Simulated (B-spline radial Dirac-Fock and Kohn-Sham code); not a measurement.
**Satellites and hypersatellites of the K lines of Pb⁴⁸⁺**

System: lead as Pb⁴⁸⁺, configuration [Ar] 3d10 4s2 4p4.

Input file task.json (cfg lists n, l and occupation; rrms is the nuclear radius in fm):

```json
{"items": [{
  "Z": 82,
  "q": 48,
  "cfg": [[1, 0, 2], [2, 0, 2], [2, 1, 6], [3, 0, 2], [3, 1, 6], [3, 2, 10], [4, 0, 2], [4, 1, 4]],
  "A": 208,
  "rrms": 5.5012,
  "do": ["binding", "quiet", "double"]
}]}
```

Run with: `python xray_run.py task.json out`

Model: Dirac-Fock (average of configuration) total-energy differences with a finite nucleus, the Breit interaction including its frequency dependence, and self-energy and vacuum-polarisation corrections. Program: a radial finite-basis atomic code. Each two-hole energy is an average over J within one jj subconfiguration, not an observable level; in light atoms, where LS coupling holds, the j-resolved values are not observed lines, and for a K spectator the Kα1 hypersatellite is nearly forbidden. Electron correlation is not included.

Lines without a spectator: Kα2 (K-L2) 72817.0 eV, Kβ3 (K-M2) 84569.7 eV. Shifts in eV with one spectator hole (a dash: not computed, or left out as unreliable):

| spectator hole | Kα2 | Kβ3 |
| --- | --- | --- |
| K (1s) | +1152.7 | +1503.6 |
| L2 (2p1/2) | +154.8 | – |
| M2 (3p1/2) | – | +72.4 |
| M4 (3d3/2) | +6.66 | – |
| M5 (3d5/2) | +0.41 | – |
